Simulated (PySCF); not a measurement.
Compound: C₈H₅Cl.
InChI=1S/C8H5Cl/c9-8-5-4-6-2-1-3-7(6)8/h1-5H

The calculation used BHandHLYP/def2-SV(P) geometry optimisation, gas phase in PySCF.

Take the most abundant isotopes and a rigid rotor. 

Give the principal moments of inertia and the rotational constants in MHz.

Ia = 166.15, Ib = 454.20, Ic = 620.34 u·Å²; 505379 MHz·u·Å²/I gives A = 3042, B = 1113, C = 814.7 MHz.

Classify the top.

An asymmetric top. Ray's parameter κ = (2B − A − C)/(A − C) = -0.732; −1 is the prolate and +1 the oblate limit.

Is it planar, by Δ = Ic − Ia − Ib?

Planar: Δ = Ic − Ia − Ib = 0.00 u·Å². For a rigid frame Δ = −2 Σ m c², so it vanishes when all atoms lie in the ab plane; here none is more than 0.01 Å from it.

Predict some low-J microwave lines.

The dipole components are |μa| = 1.22 D, |μb| = 0.48 D, |μc| = 0.00 D; the mirror of this Cs structure is the ab plane, so μc vanishes by symmetry (the 0.01 D computed is a residue) and there are no c-type lines. The squared components, which scale the intensities, stand as 1.00 : 0.15 (a : b). Some lines, for components of 0.1 D or more:

```csv
type,branch,"J(Ka,Kc)",MHz,lower level (cm⁻¹)
a,Q,"4(2,2) ← 4(2,3)",457,0.919
a,R,"1(0,1) ← 0(0,0)",1927,0.000
b,Q,"1(1,0) ← 1(0,1)",2227,0.064
b,R,"4(1,3) ← 3(2,2)",2873,0.663
b,R,"3(0,3) ← 2(1,2)",3994,0.247
b,Q,"4(2,2) ← 4(1,3)",5268,0.759
b,R,"3(1,3) ← 2(0,2)",6979,0.192
a,R,"4(2,2) ← 3(2,1)",7984,0.668
b,R,"4(1,4) ← 3(0,3)",8378,0.380
b,Q,"3(3,0) ← 3(2,1)",10254,0.668
b,Q,"3(3,1) ← 3(2,2)",10409,0.663
b,R,"3(2,2) ← 2(1,1)",11569,0.277
b,Q,"4(4,0) ← 4(3,1)",14480,1.270
b,R,"4(3,2) ← 3(2,1)",18020,0.668
```

Estimate the classical rotational partition function at 50 K, 100 K and 500 K.

Point group Cs, symmetry number σ = 1; q = (√π/σ)·√((kT/h)³/(ABC)), k/h = 20836.6 MHz/K: 35900 at 50 K, 102000 at 100 K, 1140000 at 500 K.

Stationary, but not proved a minimum. Constants of a rigid frame at the computed geometry: no zero-point averaging, no centrifugal distortion. Quadrupole hyperfine structure (35Cl) is left out.

On one thread of an Arm Neoverse V1, shared host with 32 logical CPUs at a one-minute load of 11, this took 50 s wall and 0.60 GiB of memory at its peak. That covers the optimisation of the geometry.
